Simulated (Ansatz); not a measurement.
Basis-set extrapolation for ClF$_{2}$H$_{3}$O$_{3}$Si$_{2}$, SMILES `O[SiH](Cl)O[Si](O)(F)F` (PBE0-D4/def2-TZVP geometry, frozen core, Ansatz). Multiplicity 1, RHF reference.

```csv
,def2-TZVPP,def2-QZVPP
HF,-1463.260197,-1463.313617
MP2 correlation,-1.615361,-1.762409
CCSD(T) correlation,-1.699704,not run
```

Energies in hartree. Use E(X) = E(∞) + A·exp(−7.88·√X) for Hartree–Fock and E(X) = E(∞) + B·X^(−2.97) for correlation, with X = 3 and 4, and add CCSD(T) minus MP2 of the smaller set to the MP2 limit.

Question: What is the CCSD(T) energy at the basis-set limit?

Answer: HF limit: -1463.313617 + (-0.053420) × 0.13774 = -1463.32098. MP2 limit: -1.762409 + (-0.147048) × 0.74074 = -1.87133. Higher-order term: -1.699704 − (-1.615361) = -0.08434. Total: -1465.27665 hartree, 198.8 kcal/mol below CCSD(T)/def2-TZVPP.
